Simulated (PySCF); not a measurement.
## Electron correlation in Tc (technetium, neutral)

[Kr] 4d5 5s1 5p1, high-spin 8P determinant (an excited configuration). Computed with PySCF 2.14 in aug-cc-pVTZ-PP with ECP28MDF, with a scalar-relativistic core potential. Frozen: 4s2 4p6; 7 electrons correlated.

```tsv
level	correlation energy (mhartree)
CCSD	-96.19
(T)	-2.17
CCSD(T)	-98.36
```

Diagnostics: T1 = 0.010, D1 = 0.0333, largest double amplitude 0.028.

Problem. Is a single reference adequate?

Solution. Yes, within this model without spin-orbit coupling: T1 lies below 0.03 and no double amplitude reaches 0.07.
